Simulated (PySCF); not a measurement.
B₂H₄O₄. Atoms are numbered in the order given.

```xyz
10

B     -0.0656     0.8451     0.0000
O     -1.2276     1.5580     0.0000
O      1.1781     1.4369     0.0000
B     -0.0403    -0.8771     0.0000
O      1.1661    -1.5283     0.0000
O     -1.1742    -1.6286     0.0000
H     -1.1278     2.5200     0.0000
H      1.1903     2.4041     0.0000
H      1.8951    -0.8938     0.0000
H     -0.9676    -2.5751     0.0000
```

The structure is a stationary point at B3LYP-D3(BJ)/def2-SVP. One conformer was computed; it need not be the lowest.

Level of theory: PySCF with B3LYP/def2-TZVP.

Symmetry labels are those of the subgroup Cs that the program uses (full group Cs).

**Question.** List the valence orbital energies around the gap with their symmetry. (Estimate from the structure and the level; the computed values follow.)

**Answer.** 
| orbital | symmetry | energy (eV) |
|---|---|---|
| HOMO−7 | A' | -11.23 |
| HOMO−6 | A" | -11.10 |
| HOMO−5 | A" | -10.37 |
| HOMO−4 | A' | -10.10 |
| HOMO−3 | A' | -9.72 |
| HOMO−2 | A" | -9.29 |
| HOMO−1 | A" | -8.73 |
| HOMO | A' | -8.21 |
| LUMO | A" | -0.55 |
| LUMO+1 | A' | -0.17 |
| LUMO+2 | A' | 0.94 |
| LUMO+3 | A' | 1.28 |
